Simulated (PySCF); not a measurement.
**UHF on P⁺ (phosphorus, charge +1)**

Configuration: [Ne] 3s2 3p2, high-spin 3P determinant. Computed with PySCF 2.14 in dyall-acv3z (19s12p6d4f, 113 functions), with the spin-free X2C one-electron Hamiltonian (Gaussian nucleus).

```
Total energy                                                  : -341.173370 hartree
One-electron energy                                           : -466.9149 hartree
Hartree (Coulomb) energy                                      : 148.1975 hartree
Exchange energy                                               : -22.4559 hartree
⟨S²⟩                                                          : 2.0133
⟨L²⟩                                                          : 2.039
Sum of ⟨r⟩                                                    : 12.07 bohr
Sum of ⟨r²⟩                                                   : 20.78 bohr²
Traceless quadrupole moment −½Σ⟨3z² − r²⟩ along its main axis : 2.13 e·bohr²
Langevin diamagnetic susceptibility                           : -16.5 ×10⁻⁶ cm³/mol
```

| shell | electrons | mean orbital energy (eV) | spread (eV) | rms radius, mean of both spins (bohr) |
| --- | --- | --- | --- | --- |
| 1s α | 1 | -2193.5 | 0 | 0.120 |
| 1s β | 1 | -2193.0 | 0 | 0.120 |
| 2s α | 1 | -216.58 | 0 | 0.560 |
| 2s β | 1 | -216.09 | 0 | 0.560 |
| 2p α | 3 | -158.29 | 0.479 | 0.539 |
| 2p β | 3 | -157.38 | 0.546 | 0.539 |
| 3s α | 1 | -31.055 | 0 | 1.98 |
| 3s β | 1 | -25.512 | 0 | 1.98 |
| 3p α | 2 | -19.722 | 0 | 2.29 |

Densities and radii are taken from the X2C orbitals without a picture-change correction, which distorts them close to the nucleus.

Spin-orbit constants ζ (cm⁻¹) from the X2C one-electron operator on these orbitals: bare nucleus, nucleus screened by l(l+1)(2l+1)/3 electrons, and screened by the Breit-Pauli mean field of the electrons.

```csv
shell,bare,screened nucleus,mean field
2p,5492,4760,4431
3p,351.4,304.6,278.9
```

To first order the Landé constant is A = 139.4 cm⁻¹, so the lowest level has J = 0 and lies 0.0346 eV below the centre of the term. This holds in LS coupling only.
